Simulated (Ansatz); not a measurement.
Cartesian coordinates (Å):
SMILES: C=BC#N
```xyz
6

C     -1.1609     0.0945    -0.0122
B      0.1937    -0.0158    -0.2163
C      1.6500    -0.1343    -0.4359
N      2.7896    -0.2270    -0.6079
H     -1.6817     1.0452    -0.0518
H     -1.7907    -0.7627     0.2009
```
Charge 0, multiplicity 1.

All values below come from frozen-core CCSD(T)/cc-pVTZ // B3LYP-D3(BJ)/def2-TZVP in Ansatz (a program for electronic structure). The restricted HF reference is unstable towards unrestricted orbitals.

The HF energy comes out as -156.02113 Ha and the MP2 correlation energy comes out as -0.58313 Ha.

### Question
Estimate the CCSD correlation energy, the (T) correction, the total energy and the T1 diagnostic.

### Answer

```
Quantity                        Result
-----------------------  -------------
CCSD correlation energy    -0.59887 Ha
(T) correction             -0.03218 Ha
CCSD(T) total energy     -156.65218 Ha
T1 diagnostic                    0.016
```
